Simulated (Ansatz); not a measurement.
C2H8MoN2O, SMILES `C[O][Mo]([CH3])(=[NH])=[NH]` at its PBE0-D4/def2-TZVP geometry, where that method's forces vanish. Charge 0, multiplicity 1. Mo: def2 effective core potential.

```xyz
14

C    -0.5801    0.7316   -2.3485
O     0.0450   -0.0748   -1.3896
Mo    0.4280    0.0272    0.4377
C    -0.4810   -1.5840    1.4600
N     2.1087   -0.1427    0.7946
N    -0.2486    1.4374    1.1765
H    -1.1853    0.0984   -3.0041
H     0.1725    1.2409   -2.9589
H    -1.2285    1.4815   -1.8835
H    -0.0905   -2.5193    1.0496
H    -0.2714   -1.5513    2.5296
H    -1.5624   -1.5321    1.3067
H     3.0363    0.1058    1.1057
H    -0.1427    2.2814    1.7239
```

(1) What forces (eV/Å) does B3LYP-D4/def2-TZVPP give on these atoms in Ansatz? (Best estimate.)

Answers

(1) Ansatz gave: 
```
C1  -0.164  0.189 -0.297
O2   0.045 -0.175 -0.103
Mo3 -0.086 -0.157 -0.078
C4  -0.132 -0.231  0.133
N5   0.553 -0.070  0.113
N6  -0.229  0.452  0.236
H7   0.025  0.043  0.024
H8  -0.045 -0.020  0.025
H9   0.034 -0.040 -0.028
H10 -0.031  0.043  0.030
H11 -0.021 -0.016 -0.055
H12  0.056 -0.016  0.015
H13 -0.003  0.001 -0.006
H14 -0.003 -0.002 -0.008
```

B3LYP here is the variant with VWN-RPA as its local correlation; programs differ in this.
